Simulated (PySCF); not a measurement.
PySCF input for Os(O)4 anion (O4Os), SMILES [O]=[Os](=[O])(=[O])=[O] (connectivity only; charge and spin as stated), charge -1, multiplicity 2, C-PCM-M06-2X/def2-SVPD. The structure is a stationary point at B3LYP-D3(BJ)/def2-SVPD. The spin state was assumed, not searched. The isomer is the one that the SMILES or the coordinates give; other isomers of the formula were not compared. The def2 effective core potentials stand for the cores of Os; spin–orbit coupling is left out.

```python
import numpy as np
from pyscf import gto, scf, dft
from pyscf.solvent import pcm

mol = gto.M(
    atom='''
    Os   -0.00000000    0.00000000    0.00000000
    O     1.05557128    1.05557125   -0.92520434
    O     1.05557125   -1.05557125    0.92520436
    O    -1.05557125   -1.05557128   -0.92520434
    O    -1.05557128    1.05557128    0.92520431
    ''',
    basis='def2-SVPD',
    ecp={'Os': 'def2-svp'},
    charge=-1,
    spin=1,
    max_memory=1600,
    verbose=3,
)
mf = dft.UKS(mol, xc='m06-2x').density_fit(auxbasis='def2-universal-jkfit')
mf.grids.level = 4
mf.conv_tol = 1e-9
mf.max_cycle = 100
mf.kernel()
fine, coarse = mf.grids, dft.Grids(mol).set(level=1).build(with_non0tab=True)
for _ in range(3):  # follow internal instabilities
    mf.grids = coarse
    mo, _, stable, _ = mf.stability(return_status=True, nroots=4)
    mf.grids = fine
    if stable:
        break
    mf.kernel(mf.make_rdm1(mo, mf.mo_occ))
res = {}
for name, eps in {'water': 78.355, 'acetonitrile': 35.688, 'toluene': 2.3741}.items():
    s = mf.PCM()
    s.with_solvent.method, s.with_solvent.eps, s.with_solvent.lebedev_order = 'C-PCM', eps, 29
    s.kernel(mf.make_rdm1())
    res[name] = (s.e_tot, eps, s.dip_moment(), s.mo_energy, s.converged)
    print(f'{name}: electrostatic solvation free energy {(s.e_tot - mf.e_tot) * 627.509474:.3f} kcal/mol')
```

Program output:

```

WARN: HOMO -0.490134771678797 >= LUMO -0.490134771678799

converged SCF energy = -391.163328601238  <S^2> = 0.76102083  2S+1 = 2.0109906
<class 'pyscf.df.df_jk.DFUKS'> wavefunction is stable in the internal stability analysis

WARN: PCM is an experimental feature. It is still in testing.
Features and APIs may be changed in the future.

converged SCF energy = -391.24895636032  <S^2> = 0.76081758  2S+1 = 2.0107885

WARN: System has nonzero charge -1; the dipole moment is origin-dependent.
Location of origin: [0. 0. 0.]

Dipole moment(X, Y, Z, Debye): -0.00004,  0.00004,  0.00011
water: electrostatic solvation free energy -53.732 kcal/mol

WARN: PCM is an experimental feature. It is still in testing.
Features and APIs may be changed in the future.

converged SCF energy = -391.247629880295  <S^2> = 0.76082068  2S+1 = 2.0107916

WARN: System has nonzero charge -1; the dipole moment is origin-dependent.
Location of origin: [0. 0. 0.]

Dipole moment(X, Y, Z, Debye): -0.00004,  0.00004,  0.00011
acetonitrile: electrostatic solvation free energy -52.900 kcal/mol

WARN: PCM is an experimental feature. It is still in testing.
Features and APIs may be changed in the future.

converged SCF energy = -391.21348018292  <S^2> = 0.76090219  2S+1 = 2.0108726

WARN: System has nonzero charge -1; the dipole moment is origin-dependent.
Location of origin: [0. 0. 0.]

Dipole moment(X, Y, Z, Debye):  0.00023, -0.00023, -0.00002
toluene: electrostatic solvation free energy -31.471 kcal/mol
```

The calculation finished and met its thresholds.

Cost: very roughly 4 core-minutes.
